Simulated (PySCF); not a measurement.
## Electric field gradients and quadrupole coupling constants

Compound: C8H13NO.
SMILES with atom numbers: `[CH3:1][CH:2]=[C:3]=[CH:4][CH2:5][N:6]([CH3:7])[C:8]([CH3:9])=[O:10]` (hydrogens: H11, H12, H13 on C1; H14 on C2; H15 on C4; H16, H17 on C5; H18, H19, H20 on C7; H21, H22, H23 on C9)

Geometry (GFN2-xTB, Å), atoms numbered from 1 in this order:
```xyz
23
C8H13NO angstrom
C      3.7041   -0.0882    0.9375
C      3.2051   -0.4137   -0.4387
C      1.9718   -0.6979   -0.7232
C      0.7340   -0.9538   -1.0170
C     -0.2729    0.1037   -1.3862
N     -1.2787    0.2502   -0.3474
C     -0.8387    0.7905    0.9152
C     -2.5575   -0.1198   -0.6043
C     -3.5384    0.0801    0.5297
O     -2.8947   -0.5751   -1.6809
H      4.4655   -0.8071    1.2386
H      4.1585    0.9024    0.9450
H      2.8937   -0.1123    1.6620
H      3.9527   -0.4159   -1.2227
H      0.3538   -1.9662   -0.9787
H     -0.8068   -0.1899   -2.2937
H      0.2260    1.0646   -1.5480
H     -1.0867    0.1241    1.7441
H      0.2434    0.9029    0.8827
H     -1.2864    1.7697    1.1077
H     -3.5759    1.1267    0.8229
H     -4.5213   -0.2322    0.1888
H     -3.2552   -0.5157    1.3945
```

Field gradients from the PBE0/pcSseg-1 density (PySCF, non-relativistic), principal values in atomic units, ordered |Vxx| ≤ |Vyy| ≤ |Vzz|:

| atom | Vxx | Vyy | Vzz |
| --- | --- | --- | --- |
| N6 | 0.4607 | 0.5854 | -1.0460 |
| O10 | 0.7504 | 0.8558 | -1.6062 |

Q: Find the asymmetry η = (Vxx − Vyy)/Vzz and the couplings χ = eQV/h (234.96 MHz × Q in barn × V in au), with Q(14N) = 0.02044 b, Q(17O) = −0.0256 b.

A: 
```csv
atom,environment,nucleus,η,χzz (MHz),χxx (MHz),χyy (MHz)
N6,amide nitrogen,14N,0.12,-5.02,2.21,2.81
O10,amide oxygen,17O,0.07,9.66,-4.51,-5.15
```

Q: What is Vzz at N6 in SI units (1 au = 9.71736 × 10²¹ V/m²)?

A: -1.0460 au = -10.165 × 10²¹ V/m².

Q: And the gradient at the other heavy atoms, for which no coupling is worked out here?

A: 
```
atom                               environment  Vzz (au)     η
  C1                             methyl carbon     0.091  0.28
  C2    outer carbon of cumulated double bonds     0.170  0.49
  C3  central carbon of cumulated double bonds    -0.451  0.12
  C4    outer carbon of cumulated double bonds     0.169  0.53
  C5              sp3 carbon bound to nitrogen     0.290  0.75
  C7                           N-methyl carbon     0.274  0.15
  C8                     amide carbonyl carbon     0.396  0.50
  C9          methyl carbon next to a carbonyl    -0.074  0.84
```

Q: What couplings would deuterons (Q(2H) = 0.00286 b) have in place of the hydrogens, at this geometry?

A: 
```csv
atom,bonded to,bond length (Å),Vzz (au),η,χzz (kHz)
H11,C1,1.090,0.3108,0.02,209
H12,C1,1.090,0.3104,0.02,209
H13,C1,1.087,0.3139,0.03,211
H14,C2,1.083,0.3250,0.07,218
H15,C4,1.082,0.3262,0.06,219
H16,C5,1.093,0.2846,0.03,191
H17,C5,1.095,0.2933,0.05,197
H18,C7,1.092,0.3007,0.06,202
H19,C7,1.088,0.3033,0.08,204
H20,C7,1.094,0.2984,0.05,201
H21,C9,1.088,0.3144,0.03,211
H22,C9,1.086,0.3137,0.01,211
H23,C9,1.088,0.3145,0.03,211
```

One conformer (not necessarily the lowest) at the GFN2-xTB geometry, without solvent, vibrations or thermal averaging. GFN2-xTB bond lengths can be off by several hundredths of an ångström, more for odd bonds, and the gradients follow them. With so small a basis the couplings can be 20 % off.
